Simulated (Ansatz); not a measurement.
Mulliken charges of `Cl[SiH2]S[Si](Cl)(Cl)Cl` from PBE/def2-TZVPP in Ansatz (PBE0-D4/def2-TZVP geometry).

```json
{"atom": "Cl1", "x (Å)": "-2.324", "y (Å)": "-0.597", "z (Å)": "-0.923", "charge (e)": "-0.185"}
{"atom": "Si2", "x (Å)": "-0.376", "y (Å)": "-1.120", "z (Å)": "-1.250", "charge (e)": "0.373"}
{"atom": "S3", "x (Å)": "0.796", "y (Å)": "-1.093", "z (Å)": "0.538", "charge (e)": "-0.223"}
{"atom": "Si4", "x (Å)": "0.550", "y (Å)": "0.893", "z (Å)": "1.209", "charge (e)": "0.543"}
{"atom": "Cl5", "x (Å)": "0.512", "y (Å)": "2.226", "z (Å)": "-0.326", "charge (e)": "-0.152"}
{"atom": "Cl6", "x (Å)": "-1.152", "y (Å)": "1.126", "z (Å)": "2.285", "charge (e)": "-0.148"}
{"atom": "Cl7", "x (Å)": "2.133", "y (Å)": "1.297", "z (Å)": "2.411", "charge (e)": "-0.151"}
{"atom": "H8", "x (Å)": "0.177", "y (Å)": "-0.201", "z (Å)": "-2.263", "charge (e)": "-0.022"}
{"atom": "H9", "x (Å)": "-0.316", "y (Å)": "-2.532", "z (Å)": "-1.681", "charge (e)": "-0.034"}
```

Problem. By hand: the dipole of these point charges (1 e Å = 4.8032 D).

Solution. Σ q r = (0.188, -0.189, -0.305) e Å, of length 0.405 e Å = 1.95 D.

Problem. How does the dipole of the full density compare? (Estimate.)

Solution. Computed: (0.078, -0.127, -0.202) e Å, 1.21 D; the point charges give 1.61 times that, at 10° from its direction.

Point charges leave out the atoms' own dipoles, such as those of lone pairs, and Mulliken's split depends on the basis, so the two needn't agree.
